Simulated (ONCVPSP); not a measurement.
## What the settings do to the ONCV potential of titanium (Ti)

Base potential:

- Element: titanium (Ti)
- Generator: ONCVPSP 4.0.1
- Type: optimised norm-conserving Vanderbilt (ONCV)
- Functional: PBE
- Relativity: scalar-relativistic
- Frozen core: [Ne]
- Valence charge: 12
- Reference configuration: 3s2 3p6 3d2 4s2
- Partial waves: 3s+4s: rc 1.85 bohr, ncon 3, nbas 6, qcut 6 1/bohr, 2 projectors; 3p: rc 1.65 bohr, ncon 4, nbas 8, qcut 8.1 1/bohr, 2 projectors, debl 3.7 Ha; 3d: rc 1.45 bohr, ncon 4, nbas 9, qcut 10.3 1/bohr, 1 projector
- Local potential: polynomial inside 1.35 bohr (lpopt 5, dvloc0 -1 Ha)
- Core correction: Teter function, fcfact 3, rcfact 1.5

All-electron outer shells of the reference configuration (PBE, scalar-relativistic, ld1.x):

| shell | level (eV) | outermost node (bohr) | outermost maximum (bohr) |
| --- | --- | --- | --- |
| 2p | -444.26 | – | 0.22 |
| 3s | -62.63 | 0.40 | 0.87 |
| 3p | -38.86 | 0.37 | 0.90 |
| 4s | -4.47 | 1.24 | 2.92 |
| 3d | -4.26 | – | 0.98 |

Cutoffs, loose and tight: the cutoffs (Ha) at which the residual kinetic energy of the hardest occupied pseudo-wave falls to 1 and 0.1 mHa per electron. They do not see the model core or the augmentation charge, which bear on the density cutoff. Test errors are all-electron minus pseudo excitation energies from the reference, over the configurations 3s2 3p6 3d2 4s1; 3s2 3p6 3d2 4s0; 3s2 3p6 3d1 4s0; 3s2 3p6 3d1 4s2 4p1. A dash means not determined; rows that change the core or the reference have their own tests.

1 further variants are left out, since the program set their typed debl aside.

```tsv
change	outcome	cutoff, loose	cutoff, tight	bound ghosts	GHOST(+) flags above zero	largest test error (meV)
base	generated	40 Ha	46 Ha	none	none	+22
core correction Teter function, fcfact 5.4, rcfact 1.5	generated	40 Ha	46 Ha	none	none	+22
fully relativistic	generated	40 Ha	46 Ha	none	none	+20
local potential polynomial inside 1.10 bohr (lpopt 5, dvloc0 4 Ha)	generated	40 Ha	46 Ha	none	none	+21
p: qcut 9.5	generated	40 Ha	46 Ha	none	none	+22
```
